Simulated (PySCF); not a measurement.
C5H9NO.
Z-matrix (Å and degrees, PBE0-D3(BJ)/def2-SVP geometry), rows numbered from 1:
```
C 
C   1  1.3345
C   2  1.4959  1  119.33
O   3  1.2204  2  120.59  1     5.42
N   3  1.3714  2  117.50  1  -175.21
C   5  1.4418  3  125.33  2     3.11
C   5  1.4426  3  118.39  2  -174.08
H   1  1.0938  2  119.27  3     0.80
H   1  1.0924  2  121.70  3  -178.81
H   2  1.0914  1  120.00  3   178.25
H   6  1.1058  5  112.77  3   -92.07
H   6  1.0963  5  111.81  3    30.73
H   6  1.1006  5  108.98  3   148.55
H   7  1.1039  5  110.85  3   120.06
H   7  1.1036  5  111.04  3  -119.67
H   7  1.0959  5  108.25  3     0.09
```

The closed-shell ground state was solved at several levels (PySCF, density fitting, gas phase, non-relativistic).

```csv
level,basis functions,total energy (Eh),HOMO (eV),LUMO (eV),gap (eV),dipole (D)
B3LYP/pcJ-1,279,-325.9283,-6.69,-1.21,5.48,3.62
mPW1PW91/pcSseg-1,164,-325.7922,-6.95,-1.02,5.93,3.65
KT2/pcSseg-1,164,-331.2814,-5.71,-1.91,3.80,3.51
PBE0/6-31G,81,-325.4271,-6.65,-0.69,5.96,3.70
PBE0/STO-3G,44,-321.4097,-3.79,2.31,6.10,2.47
PBE0/pcSseg-1,164,-325.4906,-6.91,-1.00,5.91,3.64
PBE0/6-31G*,116,-325.5184,-6.66,-0.64,6.02,3.42
PBE0/cc-pVDZ,143,-325.5450,-6.71,-0.79,5.92,3.40
B97-2/pcSseg-1,164,-325.7550,-6.67,-1.05,5.62,3.63
PBE0/def2-TZVP,271,-325.6461,-6.94,-1.07,5.87,3.55
PBE0/def2-SVPD,215,-325.3097,-7.01,-1.12,5.89,3.64
```

**Question.** Estimate the row for PBE0/aug-cc-pVDZ, a basis of 242 functions; the other rows only guide the guess.

**Answer.** Total energy -325.5654 Eh, HOMO -6.94 eV, LUMO -1.12 eV, gap 5.82 eV, dipole 3.58 D.

**Question.** Over all these levels, which gives the widest orbital gap and which the narrowest?

**Answer.** PBE0/STO-3G (global hybrid, 25 % exact exchange) has the widest, 6.10 eV, and KT2/pcSseg-1 (GGA) the narrowest, 3.80 eV. Functional and basis both differ between the two, so the spread mixes both effects.

**Question.** How much does the basis alone move the frontier levels among the 8 PBE0 rows (the withheld one included)?

**Answer.** The HOMO by 3.22 eV and the LUMO by 3.43 eV. By rising basis size (HOMO, LUMO in eV): STO-3G -3.79, 2.31; 6-31G -6.65, -0.69; 6-31G* -6.66, -0.64; cc-pVDZ -6.71, -0.79; pcSseg-1 -6.91, -1.00; def2-SVPD -7.01, -1.12; aug-cc-pVDZ -6.94, -1.12; def2-TZVP -6.94, -1.07.

**Question.** In the pcSseg-1 basis, how does the gap go with the fixed share of exact exchange?

**Answer.** KT2 (0 %) 3.80 eV; B97-2 (21 %) 5.62 eV; PBE0 (25 %) 5.91 eV; mPW1PW91 (25 %) 5.93 eV. Each rise in the share widens the gap here.

**Question.** How far do the dipole and the HOMO energy spread over the levels?

**Answer.** The dipole runs from 2.47 to 3.70 D (mean 3.48 D) and the HOMO from -7.01 to -3.79 eV.

One conformer stands for the species.
